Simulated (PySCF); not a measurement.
A structure optimised at PBE0-D3(BJ)/def2-TZVPD, used in a PySCF frequency run:

```xyz
3

H      0.0000     0.0000    -1.9384
N      0.0000     0.0000    -0.9383
Si     0.0000     0.0000     0.6076
```

Question: Write its SMILES, formula and point group.

Answer: [NH+]#[Si-], HNSi, C∞v

Question: What are its rotational constants (standard atomic weights)?

Answer: 19.145 GHz (linear rotor, B only)
